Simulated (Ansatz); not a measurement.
B(CH2SiH3)3 (C₃H₁₅BSi₃), 22 atoms. Hardware: 2 threads of AMD EPYC 7R13 on a shared host and a share (18 GiB) of an NVIDIA H100 80GB HBM3.

Correlated methods freeze 19 core orbitals.

How many basis functions does each of these Ansatz runs have, and roughly what does it cost? MP2/def2-TZVP, charge 0 singlet, energy, from earlier orbitals; PBE0-D4/def2-TZVP, charge 1 doublet at the geometry of the charge 0 singlet, energy; PBE0-D4/def2-SVP, charge 0 singlet, energy, from earlier orbitals; RPA@PBE/def2-TZVP, charge 0 singlet, energy, from earlier orbitals; PBE-D4/def2-TZVP, charge 0 singlet, energy, from earlier orbitals; B3LYP-D4/6-31G, charge 0 singlet, energy; HF/6-31G, charge 0 singlet, energy; revPBE-D4/def2-TZVPD, charge -1 doublet at the geometry of the charge 0 singlet, energy, from earlier orbitals; ωB97M-V/def2-TZVP, charge 0 singlet, energy, from earlier orbitals; PBE-D4/def2-SVP, charge 0 singlet, energy, from earlier orbitals; PBE-D4/def2-TZVP, charge 0 triplet at the geometry of the charge 0 singlet, energy, from earlier orbitals; r2SCAN-D4/def2-TZVP, charge 0 triplet at the geometry of the charge 0 singlet, energy, from earlier orbitals.

Other jobs shared the machine, so times can vary by a factor of up to 3.

```
                                                                                                           run  functions  fitting or Cholesky vectors  wall time  peak host memory (GiB)
                                              PBE-D4/def2-SVP, charge 0 singlet, energy, from earlier orbitals        185                         2086      3.5 s                    0.83
                                             PBE-D4/def2-TZVP, charge 0 singlet, energy, from earlier orbitals        325                         2125      4.8 s                    0.84
                                             PBE0-D4/def2-SVP, charge 0 singlet, energy, from earlier orbitals        185                         2086      5.5 s                    0.84
                                                                            HF/6-31G, charge 0 singlet, energy        105                         1407        6 s                    0.73
                                                                      B3LYP-D4/6-31G, charge 0 singlet, energy        105                         1407        6 s                    0.78
                                                MP2/def2-TZVP, charge 0 singlet, energy, from earlier orbitals        325                         2179      6.5 s                    0.84
                                            RPA@PBE/def2-TZVP, charge 0 singlet, energy, from earlier orbitals        325                         2179      6.5 s                     1.6
     PBE-D4/def2-TZVP, charge 0 triplet at the geometry of the charge 0 singlet, energy, from earlier orbitals        325                         2125      7.5 s                    0.92
                                            ωB97M-V/def2-TZVP, charge 0 singlet, energy, from earlier orbitals        325                         2125        8 s                       1
  r2SCAN-D4/def2-TZVP, charge 0 triplet at the geometry of the charge 0 singlet, energy, from earlier orbitals        325                         2125      8.5 s                       1
                           PBE0-D4/def2-TZVP, charge 1 doublet at the geometry of the charge 0 singlet, energy        325                         2173      9.5 s                    0.96
revPBE-D4/def2-TZVPD, charge -1 doublet at the geometry of the charge 0 singlet, energy, from earlier orbitals        412                         2277       12 s                    0.97
```
